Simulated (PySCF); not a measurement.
ZnCl, SMILES [Zn+][Cl], charge +1.

Geometry: PBE0-D3(BJ)/def2-TZVP. The multiplicity is an assumed one; other spin states were not compared.

Method: PBE0-D3(BJ)/def2-TZVP (PySCF 2.14.0).

Frequencies are harmonic and unscaled.

```json
[
 {"mode": "1", "ν (cm⁻¹)": "460", "IR (km/mol)": "10.4", "Raman (Å⁴/amu)": "18.0", "depolarisation": "0.22", "moving atoms (share of kinetic energy)": "Cl 65 %, Zn 35 %"}
]
```
